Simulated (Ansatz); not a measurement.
Reactions of `O[SiH2]C([SiH3])Cl`.

Computed with Ansatz on PBE0-D4/def2-TZVP structures; ΔE is electronic, products minus reactants. CCSD(T)/CBS adds triple-zeta CCSD(T) − MP2 to the extrapolated MP2 energy (def2 sets, frozen cores). DFT in def2-TZVPP. Elements past krypton have def2 core potentials. For Mg, Se, Sn, Te outer-core shells are correlated without core-valence functions, which leaves a few kJ/mol of doubt a bond. Scalar relativity is left out up to krypton. Each species was taken in one conformer, which may not be the lowest.

```json
{"reaction": "`O[SiH2]C([SiH3])Cl` + `BNC=C` → `BN([SiH3])C=C` + `O[SiH2]CCl`", "CCSD/CBS(def2) (kJ/mol)": "-33", "B2PLYP (kJ/mol)": "-31"}
{"reaction": "`O[SiH2]C([SiH3])Cl` + `[F][Sn]([Cl])([Cl])[Cl]` → `[SiH3][Sn]([Cl])([Cl])[Cl]` + `O[SiH2]C(F)Cl`", "CCSD/CBS(def2) (kJ/mol)": "92", "B2PLYP (kJ/mol)": "84"}
{"reaction": "`O[SiH2]C([SiH3])Cl` + `OC1=NC1` → `O[SiH2]C1=NC1` + `OC([SiH3])Cl`", "CCSD/CBS(def2) (kJ/mol)": "30", "B2PLYP (kJ/mol)": "31"}
{"reaction": "`O[SiH2]C([SiH3])Cl` + `C[SiH](O)S` → `C[Si](O)([SiH3])S` + `O[SiH2]CCl`", "CCSD/CBS(def2) (kJ/mol)": "5", "B2PLYP (kJ/mol)": "4"}
{"reaction": "`O[SiH2]C([SiH3])Cl` + H₂Te → `[SiH3]C(Cl)[TeH]` + silanol", "CCSD/CBS(def2) (kJ/mol)": "44", "B2PLYP (kJ/mol)": "45"}
{"reaction": "`O[SiH2]C([SiH3])Cl` + `[OH][Mg][SH]` → `[SiH3][O][Mg][SH]` + `O[SiH2]CCl`", "CCSD/CBS(def2) (kJ/mol)": "-126", "B2PLYP (kJ/mol)": "-128"}
{"reaction": "`O[SiH2]C([SiH3])Cl` + `NB[SeH]` → `[SiH3]NB[SeH]` + `O[SiH2]CCl`", "CCSD/CBS(def2) (kJ/mol)": "-45", "B2PLYP (kJ/mol)": "-47"}
{"reaction": "`O[SiH2]C([SiH3])Cl` + `CNCF` → `CN([SiH3])CF` + `O[SiH2]CCl`", "CCSD/CBS(def2) (kJ/mol)": "-41", "B2PLYP (kJ/mol)": "-43"}
{"reaction": "`O[SiH2]C([SiH3])Cl` + `N[SiH2][SiH2]Cl` → `[SiH3]N[SiH2][SiH2]Cl` + `O[SiH2]CCl`", "CCSD/CBS(def2) (kJ/mol)": "-55", "B2PLYP (kJ/mol)": "-54"}
```

Problem. Give the CCSD(T)/CBS values in the same order. (Best estimate.)

Solution. Computed: -32, 94, 31, 5, 42, -122, -43, -40, -53 kJ/mol.

Largest T1 diagnostic: 0.013, for `BNC=C`.
